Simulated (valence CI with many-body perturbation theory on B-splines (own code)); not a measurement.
## E1 line list for Yb⁶³⁺

Computed by configuration interaction combined with many-body perturbation theory (CI+MBPT): five valence electrons over a frozen Dirac-Fock core [He], radial functions for each j: 9 s, 9 p, 8 d, 6 f, 3 g, 1 h, with the one-electron correlation potential Σ1, the two-electron term Σ2, the three-electron term Σ3, Breit, model QED; selected CI, second order for the rest (own B-spline code, finite nucleus).

No measured spectrum was set against this ion. As an estimate, large intervals hold to a few tenths of a per cent, small ones and those within an open d or f shell to about a per cent. Among the levels kept, up to 1100 cm⁻¹ of a level comes from second order outside the variational space, and about a tenth of that is noise between levels of different J, which matters for small intervals.

Lines 1 to 50 of 256 in falling wavelength, among levels below 79458 × 10³ cm⁻¹, chosen from the strongest by gf and those to the six lowest levels. Wavelengths and rates use the calculated energies. Electric multipoles are in the length gauge, E1 and E2 with the static RPA response of the core. Weak lines are less certain than strong ones. Lines between different terms over intervals too small for the method are left out, as are lines whose strength nearly cancels. The highest levels of a list are the least certain.

Levels are named by their leading jj configuration (3d3/2^4 stands for four electrons in 3d with j = 3/2), which in mixed levels can hold well under half, so a name can repeat and another be missing. Letters in brackets count levels of one name in rising energy.

```csv
λ vac (Å),Upper,Lower,A (s⁻¹),log gf,Branch %
155.6,(2s 2p1/2^2 2p3/2 3p1/2) J=5/2,(2s 2p1/2^2 2p3/2 3s) J=3/2 [a],2.67e+09,-1.24,0.0
139.2,(2s^2 2p1/2 2p3/2 3p1/2) J=5/2,(2s^2 2p1/2 2p3/2 3s) J=3/2 [b],3.81e+09,-1.18,0.2
136.7,(2s 2p1/2^2 2p3/2 3p1/2) J=3/2 [b],(2s 2p1/2^2 2p3/2 3s) J=3/2 [b],4.23e+09,-1.32,0.0
130.0,(2s^2 2p1/2 2p3/2 3p1/2) J=5/2,(2s^2 2p1/2 2p3/2 3s) J=5/2,4.40e+09,-1.18,0.2
128.7,(2s^2 2p1/2^2 3p1/2) J=1/2,(2s^2 2p1/2^2 3s) J=1/2,9.81e+09,-1.31,0.5
123.3,(2s 2p1/2^2 2p3/2 3p1/2) J=3/2 [b],(2s 2p1/2^2 2p3/2 3s) J=1/2,4.72e+09,-1.37,0.0
122.2,(2s^2 2p1/2 2p3/2 3p1/2) J=3/2 [a],(2s^2 2p1/2 2p3/2 3s) J=3/2 [a],5.22e+09,-1.33,0.3
116.7,(2s 2p1/2^2 2p3/2 3p1/2) J=3/2 [a],(2s 2p1/2^2 2p3/2 3s) J=5/2,1.06e+10,-1.06,0.0
115.6,(2s 2p1/2^2 2p3/2 3p1/2) J=5/2,(2s 2p1/2^2 2p3/2 3s) J=5/2,6.96e+09,-1.08,0.0
92.98,(2s^2 2p1/2 2p3/2 3p1/2) J=3/2 [b],(2s^2 2p1/2 2p3/2 3s) J=5/2,1.70e+10,-1.06,0.5
78.92,(2s^2 2p1/2 2p3/2 3d5/2) J=3/2 [a],(2s^2 2p1/2 2p3/2 3p3/2) J=3/2 [b],1.18e+10,-1.36,0.0
77.27,(2s^2 2p1/2 2p3/2 3d5/2) J=3/2 [b],(2s^2 2p1/2 2p3/2 3p3/2) J=1/2 [b],1.72e+10,-1.21,0.0
74.95,(2s^2 2p1/2 2p3/2 3d5/2) J=1/2,(2s^2 2p1/2 2p3/2 3p3/2) J=1/2 [b],2.57e+10,-1.36,0.0
73.42,(2s^2 2p1/2 2p3/2 3d5/2) J=5/2 [b],(2s^2 2p1/2 2p3/2 3p3/2) J=5/2 [b],1.27e+10,-1.21,0.0
73.17,(2s 2p1/2^2 2p3/2 3d5/2) J=5/2,(2s 2p1/2^2 2p3/2 3p3/2) J=5/2 [a],1.75e+10,-1.07,0.0
72.16,(2s 2p1/2^2 2p3/2 3d5/2) J=9/2,(2s 2p1/2^2 2p3/2 3p3/2) J=7/2,5.35e+10,-0.38,43.9
71.02,(2s^2 2p1/2 2p3/2 3d5/2) J=7/2 [a],(2s^2 2p1/2 2p3/2 3p3/2) J=5/2 [a],4.54e+10,-0.56,0.1
70.68,(2s^2 2p1/2 2p3/2 3d5/2) J=5/2 [b],(2s^2 2p1/2 2p3/2 3p3/2) J=3/2 [b],2.71e+10,-0.91,0.0
70.15,(2s^2 2p1/2 2p3/2 3d5/2) J=7/2 [b],(2s^2 2p1/2 2p3/2 3p3/2) J=5/2 [b],4.29e+10,-0.60,0.0
69.20,(2s^2 2p1/2 2p3/2 3d5/2) J=9/2,(2s^2 2p1/2 2p3/2 3p3/2) J=7/2,5.62e+10,-0.39,49.7
68.80,(2s^2 2p1/2^2 3d5/2) J=5/2,(2s^2 2p1/2^2 3p3/2) J=3/2,5.78e+10,-0.61,0.0
66.49,(2s 2p1/2^2 2p3/2 3d5/2) J=5/2,(2s 2p1/2^2 2p3/2 3p3/2) J=3/2 [a],3.85e+10,-0.82,0.0
66.44,(2s^2 2p1/2 2p3/2 3d5/2) J=5/2 [a],(2s^2 2p1/2 2p3/2 3p3/2) J=3/2 [a],4.31e+10,-0.77,0.0
66.11,(2s^2 2p1/2 2p3/2 3d5/2) J=3/2 [a],(2s^2 2p1/2 2p3/2 3p3/2) J=1/2 [a],3.38e+10,-1.05,0.0
60.86,(2s^2 2p1/2 2p3/2 3d5/2) J=7/2 [b],(2s^2 2p1/2 2p3/2 3p3/2) J=7/2,1.31e+10,-1.24,0.0
57.32,(2s^2 2p1/2 2p3/2 3d5/2) J=3/2 [b],(2s^2 2p1/2 2p3/2 3p3/2) J=3/2 [a],3.38e+10,-1.18,0.0
48.85,(2s 2p1/2^2 2p3/2 3d3/2) J=7/2,(2s^2 2p1/2 2p3/2 3d3/2) J=5/2 [b],1.55e+10,-1.35,0.1
44.29,(2s 2p1/2^2 2p3/2 3p3/2) J=7/2,(2s^2 2p1/2 2p3/2 3p3/2) J=5/2 [a],5.98e+10,-0.85,0.8
42.07,(2s 2p1/2^2 2p3/2^2) J=5/2,(2s^2 2p1/2 2p3/2^2) J=5/2,1.73e+10,-1.56,1.0
39.04,(2s 2p1/2^2 2p3/2^2) J=5/2,(2s^2 2p1/2 2p3/2^2) J=3/2,2.81e+10,-1.41,1.6
37.20,(2s 2p1/2^2 2p3/2 3p3/2) J=5/2 [b],(2s^2 2p1/2 2p3/2 3p3/2) J=3/2 [b],4.83e+10,-1.22,0.0
35.93,(2s 2p1/2^2 2p3/2^2) J=1/2,(2s^2 2p1/2 2p3/2^2) J=1/2,6.28e+10,-1.61,1.0
35.79,(2s 2p1/2^2 2p3/2^2) J=3/2,(2s^2 2p1/2 2p3/2^2) J=1/2,4.08e+07,-4.50,0.0
35.59,(2s 2p1/2^2 2p3/2 3d3/2) J=5/2 [b],(2s^2 2p1/2 2p3/2 3d3/2) J=7/2,4.28e+10,-1.31,0.1
35.38,(2s 2p1/2^2 2p3/2 3p3/2) J=5/2 [a],(2s 2p1/2^2 2p3/2 3s) J=3/2 [b],4.63e+10,-1.28,0.0
35.06,(2s 2p1/2^2 2p3/2 3p3/2) J=5/2 [b],(2s^2 2p1/2 2p3/2 3p3/2) J=7/2,4.16e+10,-1.34,0.0
31.44,(2s 2p1/2^2 2p3/2^2) J=3/2,(2s^2 2p1/2 2p3/2^2) J=5/2,7.18e+10,-1.37,0.6
31.37,(2s^2 2p1/2 2p3/2 3d3/2) J=5/2 [b],(2s^2 2p1/2 2p3/2 3p1/2) J=3/2 [b],2.94e+11,-0.58,0.0
30.91,(2s^2 2p1/2 2p3/2 3d3/2) J=3/2 [b],(2s^2 2p1/2 2p3/2 3p1/2) J=3/2 [b],3.53e+11,-0.69,0.0
30.84,(2s^2 2p1/2 2p3/2 3p3/2) J=3/2 [a],(2s^2 2p1/2 2p3/2 3s) J=3/2 [b],2.90e+11,-0.78,8.8
30.83,(2s^2 2p1/2 2p3/2 3d3/2) J=5/2 [a],(2s^2 2p1/2 2p3/2 3p1/2) J=5/2,9.22e+10,-1.10,0.1
30.71,(2s 2p1/2^2 2p3/2 3p3/2) J=3/2 [a],(2s 2p1/2^2 2p3/2 3s) J=3/2 [a],5.78e+11,-0.49,0.2
30.48,(2s 2p1/2^2 2p3/2 3d3/2) J=3/2 [b],(2s 2p1/2^2 2p3/2 3p1/2) J=3/2 [b],1.77e+11,-1.01,0.2
30.36,(2s 2p1/2^2 2p3/2 3d3/2) J=3/2 [b],(2s 2p1/2^2 2p3/2 3p1/2) J=1/2,2.41e+11,-0.87,0.2
30.28,(2s 2p1/2^2 2p3/2 3d3/2) J=5/2 [a],(2s 2p1/2^2 2p3/2 3p1/2) J=5/2,2.97e+11,-0.61,0.2
30.22,(2s^2 2p1/2 2p3/2 3d3/2) J=1/2 [b],(2s^2 2p1/2 2p3/2 3p1/2) J=3/2 [b],4.63e+11,-0.90,0.0
30.21,(2s 2p1/2^2 2p3/2 3d3/2) J=5/2 [a],(2s 2p1/2^2 2p3/2 3p1/2) J=3/2 [a],2.56e+11,-0.68,0.2
30.00,(2s 2p1/2^2 2p3/2 3p3/2) J=5/2 [b],(2s 2p1/2^2 2p3/2 3s) J=3/2 [b],7.12e+11,-0.24,0.4
29.94,(2s^2 2p1/2 2p3/2 3d3/2) J=3/2 [a],(2s^2 2p1/2 2p3/2 3p1/2) J=3/2 [a],2.29e+11,-0.91,0.1
29.92,(2s 2p1/2^2 2p3/2 3d3/2) J=3/2 [a],(2s 2p1/2^2 2p3/2 3p1/2) J=5/2,1.28e+11,-1.16,0.0
```
